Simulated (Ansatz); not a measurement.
System: HSe, charge 0, doublet. HSe (SMILES [SeH], doublet).
B3LYP-D3(BJ)/def2-TZVP minimum from Ansatz (a first-principles code):
```
Se
H 1 1.4749
```
Charge 0, spin multiplicity 2.

Total energies in aug-cc-pVQZ, 7 correlated electrons, 14 frozen orbitals. Open shells are spin-unrestricted; no spin-orbit coupling. Correlated methods leave the cores frozen (noble-gas shells, and filled d and f shells in the p block). No relativity.

```json
[
 {"method": "HF", "program": "Ansatz", "energy (Eh)": "-2400.45814", "minus CCSDT(Q) (mEh)": "173.69"},
 {"method": "MP2", "program": "Ansatz", "energy (Eh)": "-2400.60464", "minus CCSDT(Q) (mEh)": "27.19"},
 {"method": "CCSD", "program": "Ansatz", "energy (Eh)": "-2400.62467", "minus CCSDT(Q) (mEh)": "7.16"},
 {"method": "CCSD(T)", "program": "Ansatz", "energy (Eh)": "-2400.63090", "minus CCSDT(Q) (mEh)": "0.93"},
 {"method": "CCSDT(Q)", "program": "Ansatz", "energy (Eh)": "-2400.63183", "minus CCSDT(Q) (mEh)": "0.00"}
]
```

Rough core times of Ansatz's runs on a shared machine: CCSD(T) 30 s, CCSDT(Q) 20 min.
